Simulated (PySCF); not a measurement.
C₆ coefficients of unlike pairs at PBE

Calculated with PySCF 2.14 from the dipole response of each species, C₆(A,B) = (3/π) ∫ α_A(iu) α_B(iu) du, in atomic units, from isotropic polarisabilities. For ions this is the dispersion term alone; charge-induced terms of lower order in 1/R come first.

```tsv
species	configuration	basis	relativity	α (bohr³)	C₆ (like pair)
Mg²⁺	[Ne] (1S)	aug-cc-pVDZ-DK (5s4p2d)	spin-free X2C	0.1592	0.04229
Ca⁺	[Ar] 4s1 (2S)	aug-cc-pVTZ-X2C (7s6p4d2f)	spin-free X2C	78.88	570.0
Rh	[Kr] 4d8 5s1 (4F)	def2-TZVPPD with the def2 core potential (28 electrons) (6s4p3d2f1g)	core potential	49.96	375.3
Sb²⁺	[Kr] 4d10 5s2 5p1 (2P)	def2-QZVPPD with the def2 core potential (28 electrons) (8s6p5d4f1g)	core potential	15.55	97.63
```

(1) Estimate C₆ for Ca⁺ with Mg²⁺.

No spin-orbit coupling is included.

The other pairs:

```
      pair     C₆
 Sb²⁺, Ca⁺  191.9
  Sb²⁺, Rh  178.2
   Rh, Ca⁺  447.4
Sb²⁺, Mg²⁺  1.737
  Rh, Mg²⁺  2.735
```

Answers

(1) The integral gives 2.567. The combination rule 2 C_A C_B / (C_A α_B/α_A + C_B α_A/α_B) gives 2.182 and the geometric mean 4.909.
